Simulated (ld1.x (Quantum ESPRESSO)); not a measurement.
**What the settings do to the TM potential of gold**

Base potential:

```
Element                 : Au (Z = 79)
Generator               : ld1.x (Quantum ESPRESSO) 7.5
Type                    : norm-conserving Troullier–Martins (Kleinman–Bylander form)
Functional              : BLYP
Relativity              : scalar-relativistic
Frozen core             : [Kr] 4d10 4f14
Valence charge          : 19
Reference configuration : 5s2 5p6 5d8 6s0 6p0 (charge +3)
Partial waves           : 5s (bound): rc 1.60 bohr; 5p (bound): rc 1.00 bohr; 5f channel at -0.2 Ry: rc 1.50 bohr; 5d (bound): rc 1.35 bohr
Local potential         : the d channel
Core correction         : none
```

All-electron outer shells of the reference configuration (BLYP, scalar-relativistic, ld1.x):

| shell | level (eV) | outermost node (bohr) | outermost maximum (bohr) |
| --- | --- | --- | --- |
| 5s | -144.60 | 0.48 | 0.84 |
| 4f | -117.61 | – | 0.37 |
| 5p | -95.54 | 0.52 | 0.94 |
| 5d | -40.50 | 0.56 | 1.18 |
| 6s | -33.46 | 1.09 | 2.05 |
| 6p | -23.92 | 1.27 | 2.54 |

Cutoffs, loose and tight: the cutoffs (Ry, on a coarse ladder) from which the occupation-weighted sum of valence levels, in a spherical-Bessel basis at the reference potential, stays within 10 and 1 mRy of its value at 400 Ry. They do not see the model core or the augmentation charge, which bear on the density cutoff. Test errors are all-electron minus pseudo excitation energies from the reference, over the configurations 5s2 5p6 5d10 6s1 6p0; 5s2 5p6 5d10 6s0 6p0; 5s2 5p6 5d9 6s0 6p0; 5s2 5p6 5d10 6s0.5 6p0; 5s2 5p6 5d10 6s0 6p1; 5s1 5p6 5d10 6s1 6p0; 5s2 5p6 5d9 6s2 6p0. A dash means not determined; rows that change the core or the reference have their own tests. The largest error is taken over the tests solved by every variant that gives reliable tests at all: 5s1 5p6 5d10 6s1 6p0; 5s2 5p6 5d10 6s0 6p0; 5s2 5p6 5d10 6s0.5 6p0; 5s2 5p6 5d10 6s1 6p0; 5s2 5p6 5d9 6s2 6p0.

A true bound ghost makes a file unfit for plane-wave use even where its test errors are small: the radial tests pick states by their node count and pass the ghost by. Where a test does run into it, the solver fails or the error is huge.

| change | outcome | cutoff, loose | cutoff, tight | bound ghosts | largest test error (meV) |
| --- | --- | --- | --- | --- | --- |
| base | generated | 140 Ry | 230 Ry | p | -950 |
| wave 5d (bound): rc 1.35 bohr becomes 5d (bound): rc 1.30 bohr | generated | 140 Ry | 230 Ry | p | -1042 |
| wave 5d (bound): rc 1.35 bohr becomes 5d (bound): rc 1.52 bohr | generated | 140 Ry | 230 Ry | p | -682 |
| wave 5d (bound): rc 1.35 bohr becomes 5d (bound): rc 1.80 bohr | generated | 140 Ry | 230 Ry | p | -583 |
| wave 5d (bound): rc 1.35 bohr becomes 5d (bound): rc 2.02 bohr | generated | 140 Ry | 230 Ry | p | -709 |

Problem. What comes out with this change to the base: wave 5d (bound): rc 1.35 bohr becomes 5d (bound): rc 1.12 bohr?

Solution. outcome: generated; cutoff, loose: 160 Ry; cutoff, tight: 230 Ry; bound ghosts: p; largest test error (meV): -409.

Problem. What comes out with this change to the base: wave 5d (bound): rc 1.35 bohr becomes 5d (bound): rc 0.96 bohr?

Solution. outcome: generated; cutoff, loose: 200 Ry; cutoff, tight: over 300 Ry; bound ghosts: p; largest test error (meV): +792.

Reading the sweep of the d radius (base included, trends over the rows without a ghost): Bound ghosts are found at 0.96, 1.12, 1.3, 1.35, 1.52, 1.8, 2.02 bohr. Every judged row has one, so this setting neither creates nor removes them.
